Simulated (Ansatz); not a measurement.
Consider the homolysis of the Si–Si bond: `C=C[Si@@H](O)[Si@@H](O)F` → `O[SiH]F`• + `C=C[SiH]O`•.

Computed with Ansatz on PBE0-D4/def2-TZVP structures; ΔE is electronic, products minus reactants. CCSD(T)/CBS adds triple-zeta CCSD(T) − MP2 to the extrapolated MP2 energy (def2 sets, frozen cores). DFT in def2-TZVPP. B3LYP here is the variant with VWN-RPA as its local correlation; programs differ in this. No spin–orbit coupling; open shells (•) take unrestricted orbitals. Each species was taken in one conformer, which may not be the lowest.

```
             level  ΔE (kJ/mol)  difference from CCSD(T)/CBS
            PBE-D4        308.5                        -30.0
         r2SCAN-D4        301.6                        -36.9
          B3LYP-D4        314.2                        -24.3
            B2PLYP        312.8                        -25.7
               PBE        298.2                        -40.3
            r2SCAN        298.3                        -40.2
              PBE0        308.5                        -30.0
             B3LYP        298.0                        -40.5
     HF/def2-TZVPP        242.2                        -96.3
    MP2/def2-TZVPP        343.3                          4.8
SCS-MP2/def2-TZVPP        348.1                          9.6
   CCSD/def2-TZVPP        323.7                        -14.8
CCSD(T)/def2-TZVPP        328.7                         -9.8
     HF/def2-QZVPP        239.8                        -98.7
    MP2/def2-QZVPP        348.1                          9.6
    CCSD/CBS(def2)        333.6                         -4.9
       CCSD(T)/CBS        338.5                            0
```

Largest T1 diagnostic among the species: 0.027.

From PBE to PBE0 (25 % exact exchange), in def2-TZVPP and without D4, ΔE moves by +10.3 kJ/mol. The D4 term adds +16.2 kJ/mol with B3LYP and +9.4 kJ/mol with PBE0; it sums over pairs of atoms, weighted by their polarisabilities, and B3LYP, whose exchange is more repulsive, gets the larger term.
